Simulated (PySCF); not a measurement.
CH8FNSi2, SMILES C[Si@@](N)(F)[SiH3].

Geometry: B3LYP-D3(BJ)/def2-SVP. The structure was generated by enumeration; whether it is a known compound was not checked. Other conformers were not sampled.

All values below come from B3LYP-D3(BJ)/def2-SVP in PySCF.

Frequencies are harmonic and unscaled.

```tsv
mode	ν (cm⁻¹)	IR (km/mol)	Raman (Å⁴/amu)	depolarisation	moving atoms (share of kinetic energy)
1	94	0.2	0.0	–	H 90 %
2	129	1.3	0.8	0.64	H 31 %, C 30 %, Si 22 %, F 9 %
3	134	1.3	0.2	0.75	H 55 %, F 16 %, Si 16 %, N 12 %
4	150	1.3	0.3	0.75	H 69 %, F 14 %, N 10 %
5	214	2.8	1.5	0.72	H 43 %, C 18 %, N 14 %, Si 13 %, F 12 %
6	246	14.1	3.1	0.36	Si 32 %, F 25 %, H 23 %, C 10 %, N 9 %
7	277	30.3	3.4	0.60	F 33 %, H 30 %, Si 19 %, N 13 %
8	310	22.7	1.5	0.74	H 83 %, N 10 %
9	407	135.5	2.2	0.30	H 62 %, N 21 %, Si 13 %
10	445	42.6	11.6	0.09	Si 54 %, H 20 %, N 15 %
11	507	10.4	10.1	0.70	H 81 %, Si 13 %
12	526	26.8	7.2	0.75	H 83 %, Si 14 %
13	685	36.4	8.0	0.22	C 37 %, H 29 %, Si 20 %
14	738	1.1	3.1	0.43	H 74 %, C 12 %, N 10 %
15	779	13.0	1.6	0.75	H 60 %, C 20 %, F 13 %
16	834	252.7	2.4	0.75	H 35 %, Si 31 %, F 18 %, N 10 %
17	852	171.7	1.8	0.63	H 58 %, Si 18 %, N 17 %
18	902	73.9	3.2	0.72	H 49 %, Si 29 %, F 13 %
19	918	37.1	3.9	0.62	H 48 %, Si 29 %, N 17 %
20	945	72.6	24.8	0.75	H 93 %
21	947	70.4	23.4	0.75	H 94 %
22	1275	27.7	0.8	0.39	H 78 %, C 22 %
23	1430	4.7	12.6	0.75	H 96 %
24	1434	3.5	12.3	0.74	H 96 %
25	1546	51.5	7.7	0.61	H 89 %, N 11 %
26	2200	69.3	209.5	0.06	H 98 %
27	2207	98.5	110.3	0.58	H 96 %
28	2214	97.0	125.8	0.50	H 96 %
29	3030	2.5	144.7	0.02	H 97 %
30	3117	4.7	107.7	0.74	H 91 %, C 9 %
31	3133	3.7	63.6	0.74	H 91 %, C 9 %
32	3560	23.4	178.3	0.14	H 96 %
33	3653	25.3	101.6	0.74	H 91 %, N 9 %
```
